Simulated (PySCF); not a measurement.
CClF, SMILES F[C]Cl (connectivity only; charge and spin as stated), neutral, multiplicity 1.

The structure is a stationary point at ωB97X-D3(BJ)/def2-TZVP. The isomer is the one that the SMILES or the coordinates give; other isomers of the formula were not compared.

Computed with PBE/def2-TZVPD (PySCF).

The molecule is in vacuum.

```
Property                                                                                                        Value
---------------------------------------------------------------------------------------------  ----------------------
total energy                                                                                       -597.79701 hartree
point group                                                                                                        Cs
highest occupied level                                                                                       -6.69 eV
lowest empty level                                                                                           -4.11 eV
orbital gap                                                                                                   2.58 eV
dipole moment                                                                                                  0.90 D
quadrupole, principal values (traceless, Buckingham form, about the centre of nuclear charge)   -3.03, 1.38, 1.66 D·Å
mean static polarisability                                                                       31.6 bohr³ (4.68 Å³)
polarisability, principal values                                                               24.3, 27.5, 42.9 bohr³
```
